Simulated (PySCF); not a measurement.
PySCF input file for B(Cl)(F)(SH) (BClFHS), SMILES FB(S)Cl, TDA-PBE0/def2-SVPD. Geometry: B3LYP-D3(BJ)/def2-SVP. One conformer was computed; it need not be the lowest.

```python
import numpy as np
from pyscf import gto, scf, dft, tdscf

mol = gto.M(
    atom='''
    B     0.36469531    0.01773187    0.00000000
    Cl   -0.49604949    1.55323353   -0.00000000
    F     1.68727096    0.02661938   -0.00000000
    S    -0.56855387   -1.52522957   -0.00000000
    H     0.52078799   -2.32953060    0.00000000
    ''',
    basis='def2-SVPD',
    charge=0,
    spin=0,
    symmetry=True,
    max_memory=1600,
    verbose=4,
)
mf = dft.RKS(mol, xc='pbe0').density_fit(auxbasis='def2-universal-jkfit')
mf.grids.level = 3
mf.conv_tol = 1e-9
mf.max_cycle = 100
mf.kernel()
mf.grids = dft.Grids(mol).set(level=1).build(with_non0tab=True)  # coarser grid for the response kernel
td = tdscf.TDA(mf)
td.singlet = True
td.nstates = 10
td.conv_tol = 1e-4
td.kernel(x0=td.get_init_guess(mf, 15))
td.analyze()
tt = tdscf.TDA(mf)
tt.singlet = False
tt.nstates = 4
tt.conv_tol = 1e-4
tt.kernel(x0=tt.get_init_guess(mf, 9))
tt.analyze(verbose=3)
```

Output:

```
PySCF version 2.14.0

[INPUT] verbose = 4
[INPUT] num. atoms = 5
[INPUT] num. electrons = 48
[INPUT] charge = 0
[INPUT] spin (= nelec alpha-beta = 2S) = 0
[INPUT] symmetry True subgroup None
[INPUT] Mole.unit = angstrom
[INPUT] Symbol           X                Y                Z      unit          X                Y                Z       unit  Magmom
[INPUT]  1 B      0.364695310000   0.017731870000   0.000000000000 AA    0.689174254813   0.033508377976   0.000000000000 Bohr   0.0
[INPUT]  2 Cl    -0.496049490000   1.553233530000   0.000000000000 AA   -0.937397680330   2.935185979191   0.000000000000 Bohr   0.0
[INPUT]  3 F      1.687270960000   0.026619380000   0.000000000000 AA    3.188480012332   0.050303337806   0.000000000000 Bohr   0.0
[INPUT]  4 S     -0.568553870000  -1.525229570000   0.000000000000 AA   -1.074411101362  -2.882266164388   0.000000000000 Bohr   0.0
[INPUT]  5 H      0.520787990000  -2.329530600000   0.000000000000 AA    0.984146670063  -4.402174832794   0.000000000000 Bohr   0.0

nuclear repulsion = 183.428296266
point group symmetry = Cs
symmetry origin: [-2.75585051e-09  2.36215764e-09  0.00000000e+00]
symmetry axis x: [1.00000000e+00 1.26466455e-09 0.00000000e+00]
symmetry axis y: [-1.26466455e-09  1.00000000e+00  0.00000000e+00]
symmetry axis z: [0. 0. 1.]
num. orbitals of irrep A' = 74
num. orbitals of irrep A" = 31
number of shells = 43
number of NR pGTOs = 163
number of NR cGTOs = 105
basis = def2-SVPD
ecp = {}


[settings echo left out]
init E= -983.392652624889
HOMO (A") = -0.318393233075366  LUMO (A") = -0.0560012530550318  gap/eV = 7.14005
cycle= 1 E= -983.015498127806  delta_E= 0.377  |g|= 0.425  |ddm|=  2.7
HOMO (A") = -0.30569181890348  LUMO (A") = -0.0460104970846551  gap/eV = 7.06629
cycle= 2 E= -982.983192486322  delta_E= 0.0323  |g|= 0.629  |ddm|= 0.883
HOMO (A") = -0.307111399679916  LUMO (A") = -0.0311009319023725  gap/eV = 7.51063
cycle= 3 E= -983.052737177496  delta_E= -0.0695  |g|= 0.0469  |ddm|= 0.487
HOMO (A") = -0.312669253300125  LUMO (A") = -0.0321514093738626  gap/eV = 7.63328
cycle= 4 E= -983.053255372495  delta_E= -0.000518  |g|= 0.0162  |ddm|= 0.0868
HOMO (A") = -0.311662117878801  LUMO (A") = -0.0327528558979298  gap/eV = 7.58951
cycle= 5 E= -983.053320181116  delta_E= -6.48e-05  |g|= 0.00498  |ddm|= 0.0238
HOMO (A") = -0.311431601238426  LUMO (A") = -0.0319956337889233  gap/eV = 7.60384
cycle= 6 E= -983.053327591907  delta_E= -7.41e-06  |g|= 0.00107  |ddm|= 0.00782
HOMO (A") = -0.311467142506746  LUMO (A") = -0.0321266344809139  gap/eV = 7.60124
cycle= 7 E= -983.053327921332  delta_E= -3.29e-07  |g|= 0.000198  |ddm|= 0.00164
HOMO (A") = -0.311480888394843  LUMO (A") = -0.0321305001033352  gap/eV = 7.60151
cycle= 8 E= -983.053327933599  delta_E= -1.23e-08  |g|= 3.18e-05  |ddm|= 0.000325
HOMO (A") = -0.311479181632511  LUMO (A") = -0.0321286065360522  gap/eV = 7.60152
cycle= 9 E= -983.053327933885  delta_E= -2.85e-10  |g|= 7.09e-06  |ddm|= 5.35e-05
HOMO (A") = -0.311478678942751  LUMO (A") = -0.032128591650344  gap/eV = 7.60150
Extra cycle  E= -983.053327933881  delta_E= 3.18e-12  |g|= 7.95e-06  |ddm|= 2.06e-05
converged SCF energy = -983.053327933881
tot grids = 25584


******** <class 'pyscf.tdscf.rks.TDA'> for <class 'pyscf.df.df_jk.DFSymAdaptedRKS'> ********
nstates = 10 singlet
deg_eia_thresh = 1.000e-03
wfnsym = None
conv_tol = 0.0001
eigh lindep = 1e-12
eigh level_shift = 0
eigh max_cycle = 100


Excitation energies (eV)
[6.76410906 6.78750212 7.10368698 7.42979457 7.73660857 8.27219684
 8.2817129  8.46911521 8.79713929 8.8068851 ]

** Singlet excitation energies and oscillator strengths **
Excited State   1:   A'      6.76411 eV    183.30 nm  f=0.2428
      22 -> 27       -0.10702
      24 -> 25       -0.67694
Excited State   2:   A"      6.78750 eV    182.67 nm  f=0.0102
      24 -> 26       -0.62911
      24 -> 27        0.30355
Excited State   3:   A"      7.10369 eV    174.53 nm  f=0.0000
      23 -> 25       -0.70149
Excited State   4:   A"      7.42979 eV    166.87 nm  f=0.0362
      22 -> 25        0.12430
      24 -> 26        0.30578
      24 -> 27        0.60435
      24 -> 28       -0.12247
Excited State   5:   A"      7.73661 eV    160.26 nm  f=0.0051
      22 -> 25        0.67369
      24 -> 27       -0.11105
      24 -> 28        0.10490
Excited State   6:   A"      8.27220 eV    149.88 nm  f=0.0000
      24 -> 27       -0.13840
      24 -> 28       -0.66681
      24 -> 30        0.12400
Excited State   7:   A'      8.28171 eV    149.71 nm  f=0.0442
      21 -> 25        0.59540
      23 -> 26       -0.28564
      23 -> 27        0.16022
Excited State   8:   A'      8.46912 eV    146.40 nm  f=0.0955
      21 -> 25       -0.25080
      23 -> 26       -0.62661
      23 -> 27       -0.14182
      23 -> 28       -0.10352
Excited State   9:   A"      8.79714 eV    140.94 nm  f=0.0644
      21 -> 26        0.16925
      24 -> 28       -0.12563
      24 -> 29       -0.50728
      24 -> 30       -0.40684
Excited State  10:   A'      8.80689 eV    140.78 nm  f=0.0140
      22 -> 26       -0.67911
      24 -> 31        0.11210

** Transition electric dipole moments (AU) **
state          X           Y           Z        Dip. S.      Osc.
  1         0.2997      1.1729      0.0000      1.4654      0.2428
  2        -0.0000     -0.0000     -0.2475      0.0613      0.0102
  3         0.0000      0.0000      0.0087      0.0001      0.0000
  4        -0.0000      0.0000      0.4462      0.1991      0.0362
  5         0.0000      0.0000     -0.1641      0.0269      0.0051
  6        -0.0000     -0.0000      0.0140      0.0002      0.0000
  7        -0.4422      0.1494     -0.0000      0.2179      0.0442
  8        -0.2052     -0.6466      0.0000      0.4602      0.0955
  9         0.0000     -0.0000      0.5467      0.2988      0.0644
 10        -0.2327     -0.1042     -0.0000      0.0650      0.0140

** Transition velocity dipole moments (imaginary part, AU) **
state          X           Y           Z        Dip. S.      Osc.
  1         0.0086      0.1404      0.0000      0.0198      0.0531
  2        -0.0000     -0.0000     -0.0763      0.0058      0.0156
  3         0.0000      0.0000     -0.0175      0.0003      0.0008
  4        -0.0000      0.0000      0.0870      0.0076      0.0185
  5         0.0000      0.0000      0.0065      0.0000      0.0001
  6        -0.0000     -0.0000      0.0440      0.0019      0.0042
  7        -0.0604     -0.0000      0.0000      0.0037      0.0080
  8        -0.1059     -0.1597      0.0000      0.0367      0.0787
  9         0.0000     -0.0000      0.1392      0.0194      0.0399
 10        -0.0747     -0.0814     -0.0000      0.0122      0.0251

** Transition magnetic dipole moments (imaginary part, AU) **
state          X           Y           Z
  1        -0.0000      0.0000     -0.1545
  2        -0.8067     -0.0693      0.0000
  3         0.4086     -0.3356      0.0000
  4         0.4015     -0.2556     -0.0000
  5        -0.8801      0.3300     -0.0000
  6        -0.6090      0.1590      0.0000
  7        -0.0000     -0.0000     -0.2592
  8         0.0000      0.0000     -0.5001
  9         0.1002     -0.3620      0.0000
 10        -0.0000      0.0000      1.0552


******** <class 'pyscf.tdscf.rks.TDA'> for <class 'pyscf.df.df_jk.DFSymAdaptedRKS'> ********
nstates = 4 triplet
deg_eia_thresh = 1.000e-03
wfnsym = None
conv_tol = 0.0001
eigh lindep = 1e-12
eigh level_shift = 0
eigh max_cycle = 100


Excitation energies (eV)
[5.38124602 6.2839026  6.82465219 7.06756166]

** Triplet excitation energies and oscillator strengths **
Excited State   1:   A'      5.38125 eV    230.40 nm  f=0.0000
Excited State   2:   A"      6.28390 eV    197.30 nm  f=0.0000
Excited State   3:   A"      6.82465 eV    181.67 nm  f=0.0000
Excited State   4:   A"      7.06756 eV    175.43 nm  f=0.0000
```

The calculation finished and met its thresholds.

Cost: roughly 50 core-seconds.
